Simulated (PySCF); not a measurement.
**Correlation energy of Tl⁴⁺ (thallium, charge +4)**

Starting occupation: [Xe] 4f14 5d9, 5d3/2 with m_j = -3/2, -1/2, +1/2, +3/2, 5d5/2 with m_j = -3/2, -1/2, +1/2, +3/2, +5/2. Calculation: PySCF 2.14, in x2c-TZVPPall-2c (11s11p9d3f, 110 functions); X2C-1e with screened-nucleus spin-orbit coupling, Gaussian nucleus. Frozen: [Kr] 4d10 4f14; 17 electrons correlated; the 24 highest virtual spinors left out.

MP2 pair energies summed by pair of shells (mhartree):

```csv
pair,energy,share (%)
5d3/2-5d5/2,-89.30,28.1
5d5/2-5d5/2,-51.81,16.3
5d5/2-5p3/2,-38.07,12.0
5d3/2-5d3/2,-32.15,10.1
5d3/2-5p3/2,-28.84,9.1
5p3/2-5p3/2,-12.22,3.8
5d5/2-5p1/2,-12.17,3.8
5p1/2-5p3/2,-10.58,3.3
5d3/2-5p1/2,-9.43,3.0
5d5/2-5s1/2,-8.92,2.8
5p3/2-5s1/2,-8.76,2.8
5d3/2-5s1/2,-7.22,2.3
5p1/2-5s1/2,-3.99,1.3
5p1/2-5p1/2,-2.57,0.8
5s1/2-5s1/2,-2.31,0.7
```

Total MP2 correlation energy: -318.34 mhartree.

This basis was not built for core-valence correlation, so the inner-shell part is incomplete.
